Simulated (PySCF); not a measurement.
CH₃AlF₂S, SMILES [F][Al]([F])[S]C. Atoms are numbered in the order given.

```xyz
8

Al    -0.0384    -0.8094     0.0000
F      0.8473    -2.2065     0.0000
F     -1.6958    -0.9098     0.0000
S      0.9025     1.1269     0.0000
C     -0.6044     2.2072     0.0000
H     -1.5289     1.6166     0.0000
H     -0.5738     2.8400     0.8966
H     -0.5738     2.8400    -0.8966
```
Charge 0, spin multiplicity 1.

Geometry optimised at B3LYP-D3(BJ)/def2-SVP. The structure was generated by enumeration; whether it is a known compound was not checked. One conformer was computed; it need not be the lowest.

Two levels are set side by side: PBE/pcSseg-1 (PySCF) and PBE0/pcSseg-1 (PySCF). GIAO shifts against CFCl3 (¹⁹F), H2S (³³S), TMS (¹H), TMS (¹³C) at the same level; non-relativistic, no solvent, atoms listed together averaged. Differences are taken from unrounded values.

```json
[
 {"quantity": "δ(³³S) of S4 (ppm)", "PBE0": "-20.1", "PBE": "4.0", "PBE minus PBE0": "24.1"},
 {"quantity": "δ(¹³C) of C5 (ppm)", "PBE0": "13.9", "PBE": "14.8", "PBE minus PBE0": "1.0"}
]
```

Rough cost on one machine, each run with all the roots and properties that it gave: PBE0 against PBE within a factor of 2.
